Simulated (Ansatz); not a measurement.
Isolated molecules relaxed with PBE0-D4/def2-TZVP in Ansatz; ΔE leaves out vibrations. CCSD(T)/CBS adds triple-zeta CCSD(T) − MP2 to the extrapolated MP2 energy (def2 sets, frozen cores). This one scheme is used for every species. def2 core potentials past Kr. For Sn outer-core shells are correlated without core-valence functions, which leaves a few kJ/mol of doubt a bond. Each species was taken in one conformer, which may not be the lowest.

Reaction (ligand exchange at the Sn–C bond): `N=[CH][SnH3]` + H–F → `[F][SnH3]` + `C=N`

| species | HF/def2-SVP energy (Eh) |
| --- | --- |
| `N=[CH][SnH3]` | -308.43236 |
| H–F | -99.93236 |
| `[F][SnH3]` | -314.44434 |
| `C=N` | -93.95967 |

Task: Work out ΔE.

Result: ΔE = (-314.44434) + (-93.95967) − (-308.43236) − (-99.93236) = -0.03929 Eh = -103.2 kJ/mol. CCSD(T)/CBS gives -78.6 kJ/mol.

Largest T1 diagnostic among the species: 0.014.

From r2SCAN to r2SCAN0 (25 % exact exchange), in def2-TZVPP and without D4, ΔE moves by +4.0 kJ/mol. In def2-TZVPP, CCSD(T) changes the Hartree–Fock value by +30.5 kJ/mol (the triples alone add +3.2 kJ/mol) and MP2 by +33.6 kJ/mol. The D4 term adds +6.9 kJ/mol with B3LYP and +3.7 kJ/mol with PBE0; it sums over pairs of atoms, weighted by their polarisabilities, and B3LYP, whose exchange is more repulsive, gets the larger term.

B3LYP here is the variant with VWN-RPA as its local correlation; programs differ in this.
